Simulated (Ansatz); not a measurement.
```xyz
8

H    -0.9300   -0.9300   -0.9300
Li   -0.9300   -0.9300    0.9300
Li   -0.9300    0.9300   -0.9300
H    -0.9300    0.9300    0.9300
Li    0.9300   -0.9300   -0.9300
H     0.9300   -0.9300    0.9300
H     0.9300    0.9300   -0.9300
Li    0.9250    0.9300    0.9300
```

Basis set: cc-pVDZ (spherical functions). All electrons are correlated. Charge 0, multiplicity 1.

Computed with Ansatz (development build ahead of 0.2.0); each method stands on the lowest determinant of its kind that the runs found. Restricted open shells among the atoms or ions are ROHF, correlated in semicanonical orbitals with singles.

Give the atomization energy at this shape (free ground-state atoms in the same class of orbitals less the molecule, no zero-point energy) of singlet Li₄H₄ by RHF-MP2, RHF.

```tsv
method	atomization energy
RHF-MP2	14.33 eV
RHF	11.36 eV
```
